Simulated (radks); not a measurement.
All-electron atom: Nb III in [Kr] 4d3. Method: Dirac Kohn-Sham, exchange-only PBE, spin-unpolarised, spherical densities, finite nucleus; open shells fill j = l - 1/2 first; Fermi nuclear charge, rms radius 4.324 fm; computed with a radial shooting solver on a logarithmic mesh with Libxc functionals.

Normalised radial functions P(r) = r R(r) (large component), r in bohr:

r	4s1/2	4p3/2	4d5/2
0.002759	0.0785	0.0023	0.0000
0.00365	0.0986	0.0039	0.0000
0.004791	0.1215	0.0065	0.0000
0.006289	0.1472	0.0107	0.0001
0.008254	0.1742	0.0177	0.0002
0.01083	0.1994	0.0287	0.0005
0.01422	0.2178	0.0458	0.0010
0.01882	0.2212	0.0724	0.0022
0.0247	0.1987	0.1097	0.0046
0.03242	0.1392	0.1598	0.0093
0.04255	0.0355	0.2205	0.0185
0.05585	-0.1073	0.2824	0.0353
0.07331	-0.2599	0.3245	0.0643
0.097	-0.3639	0.3116	0.1119
0.1273	-0.3328	0.2065	0.1777
0.1671	-0.1202	-0.0043	0.2561
0.2194	0.2267	-0.2752	0.3256
0.2879	0.5260	-0.4841	0.3485
0.3779	0.5365	-0.4756	0.2816
0.4961	0.1474	-0.1707	0.1019
0.6564	-0.4940	0.3528	-0.1784
0.8616	-0.9793	0.8147	-0.4720
1.131	-1.0548	0.9935	-0.6912
1.484	-0.7609	0.8368	-0.7617
1.948	-0.3783	0.5109	-0.6806
2.557	-0.1260	0.2238	-0.5034
3.384	-0.0247	0.0638	-0.2963
4.441	-0.0027	0.0115	-0.1343
5.83	-0.0001	0.0011	-0.0415

4s1/2: eigenvalue -74.661 eV, 3 radial nodes at r = 0.0458, 0.185, 0.531 bohr, <r> = 1.16 bohr, 90 % of the charge inside 1.68 bohr. 4p3/2: eigenvalue -49.981 eV, 2 radial nodes at r = 0.166, 0.547 bohr, <r> = 1.30 bohr, 90 % of the charge inside 1.93 bohr. 4d5/2 (empty): eigenvalue -18.026 eV, 1 radial node at r = 0.554 bohr, <r> = 1.90 bohr, 90 % of the charge inside 3.02 bohr.
